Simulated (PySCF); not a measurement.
CH₄AlIO₂, SMILES C[O][Al]([OH])[I].

Geometry: B3LYP-D3(BJ)/def2-SVP. The structure was generated by enumeration; whether it is a known compound was not checked. The def2 effective core potentials stand for the cores of I; spin–orbit coupling is left out. Other conformers were not sampled.

Level of theory: PBE/def2-TZVP (PySCF).

Symmetry labels are those of the subgroup Cs that the program uses (full group Cs).

Computed valence orbital energies around the gap with their symmetry:
```tsv
orbital	symmetry	energy (eV)
HOMO−7	A'	-10.81
HOMO−6	A'	-8.59
HOMO−5	A'	-8.21
HOMO−4	A"	-7.92
HOMO−3	A'	-7.00
HOMO−2	A"	-6.93
HOMO−1	A"	-6.68
HOMO	A'	-6.62
LUMO	A'	-1.74
LUMO+1	A"	-0.90
LUMO+2	A'	0.29
LUMO+3	A'	0.76
```
